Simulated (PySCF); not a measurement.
A structure optimised at PBE0-D3(BJ)/def2-SVP, used in a PySCF frequency run:

```xyz
4

Ga     0.0000     0.0000     0.0000
F     -1.7274     0.0000     0.0000
F      0.8637     1.4959     0.0000
F      0.8637    -1.4959     0.0000
```

**Question.** Write its SMILES, formula and point group.

**Answer.** [F][Ga]([F])[F], F3Ga, D3h

**Question.** What are its rotational constants (standard atomic weights)?

**Answer.** 5.9434, 5.9434, 2.9717 GHz
